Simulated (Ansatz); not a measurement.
Relative stability

The two ends of one reaction step of BH₃BrF, singlet (PBE0-D4/def2-TZVP).

A:

| atom | x (Å) | y (Å) | z (Å) |
| --- | --- | --- | --- |
| B1 | -0.5185 | 0.2343 | -0.5170 |
| F2 | 1.4973 | 0.0194 | 0.4484 |
| H3 | -0.1658 | -0.3177 | -1.5054 |
| H4 | -0.5327 | 1.4089 | -0.3551 |
| H5 | 1.1783 | -0.5098 | 1.1409 |
| Br6 | -1.4587 | -0.8350 | 0.7881 |

B:

```csv
atom,x (Å),y (Å),z (Å)
B1,0.2053,0.5862,-0.8144
F2,1.3928,0.4574,-0.2423
H3,-0.0943,-0.2039,-1.6616
H4,-0.4627,1.5300,-0.5062
H5,0.1379,-1.2219,1.8779
Br6,-1.1791,-1.1477,1.3465
```

Computed with Ansatz 0.2.0 (basis: def2-TZVPP); correlated methods freeze the cores. Filled d shells of the heavier atoms are correlated. The def2 sets are not built for correlating such inner shells, so the correlated values are less sure here. B3LYP uses VWN-RPA correlation.

Task: Which structure is lower at CCSD(T), and by how much? (An estimate is asked for; the value comes from the calculation.)

Result: The calculation gives: B, by 12.68 kcal/mol (electronic energy, against the other). By their contacts, A is a complex of BH₂Br ([BH2][Br]) + HF and B is a complex of BH₂F ([BH2][F]) + HBr.

All methods give the same order:

```
      method  E(B) − E(A) (kcal/mol)
       SPW92                  -10.19
      PBE-D4                  -11.15
     BLYP-D4                  -14.13
   r2SCAN-D4                  -12.04
      B97M-V                  -13.74
     PBE0-D4                  -11.43
    B3LYP-D4                  -14.17
  r2SCAN0-D4                  -12.02
    BHLYP-D4                  -14.59
CAM-B3LYP-D4                  -14.75
     wB97X-V                  -13.00
     wB97M-V                  -12.70
      B2PLYP                  -13.57
    PBE-QIDH                  -11.43
  RPA on PBE                  -13.75
          HF                  -17.08
         MP2                  -11.42
        CCSD                  -13.41
     CCSD(T)                  -12.68
```

The T1 diagnostic stays at or below 0.010.

Labels in which every atom is bracketed show which atoms are joined, not bond orders.

For scale, one of the runs: CCSD(T)/def2-TZVPP, 152 basis functions, launched by `ansatz run in.yaml --threads 2 --pin off --events-out ev --progress --plain --max-ram 4352MiB`. Hardware: 2 CPU threads of an Arm Neoverse V1, shared host. Wall time 44 s; peak host memory 1.1 GiB.
